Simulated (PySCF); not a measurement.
## Polarisability and C₆ of S (sulfur, neutral)

[Ne] 3s2 3p4, high-spin 3P determinant. Computed with PySCF 2.14 in dyall-acv3z (19s12p6d4f, 113 functions), with the spin-free X2C one-electron Hamiltonian (Gaussian nucleus). Coupled (time-dependent) response in atomic units; α is the mean over directions.

```json
{"method": "UHF", "mean α (bohr³)": "18.91", "α xx, yy, zz": "17.77, 21.18, 17.77", "C₆ (like pair)": "129.2", "S(−4)": "97.35"}
{"method": "PBE", "mean α (bohr³)": "20.61", "α xx, yy, zz": "19.10, 23.62, 19.10", "C₆ (like pair)": "143.1", "S(−4)": "129.0"}
{"method": "PBE0", "mean α (bohr³)": "19.80", "α xx, yy, zz": "18.47, 22.46, 18.47", "C₆ (like pair)": "136.3", "S(−4)": "113.2"}
{"method": "BLYP", "mean α (bohr³)": "20.97", "α xx, yy, zz": "19.39, 24.13, 19.39", "C₆ (like pair)": "146.0", "S(−4)": "137.2"}
{"method": "BHandHLYP", "mean α (bohr³)": "19.42", "α xx, yy, zz": "18.18, 21.92, 18.18", "C₆ (like pair)": "133.0", "S(−4)": "107.3"}
```

S(−4) is the Cauchy moment in α(ω) = α(0) + S(−4) ω² + …

Reference α: 19.4 ± 0.1 bohr³ (recommended; Schwerdtfeger and Nagle, table of static dipole polarizabilities (2023 update)). Published C₆: 134.0 (Chu and Dalgarno (2004); Tang, Norbeck and Certain (1976)).

α(iu) at PBE0:

```csv
u (hartree),α(iu) (bohr³)
0,19.80
0.0500,19.52
0.100,18.75
0.200,16.33
0.300,13.61
0.500,9.155
0.750,5.751
1.00,3.853
1.50,2.043
2.00,1.266
3.00,0.6383
5.00,0.2755
```

A single London oscillator, α(iu) = α/(1 + u²/ω²), gives C₆ = (3/4) ω α². Matching the computed C₆ needs ω = 4 × 136.3 / (3 × 19.80²) = 0.464 hartree.

The components differ because the open shell of this determinant is not spherical; for a pure term their mean is the scalar polarisability.
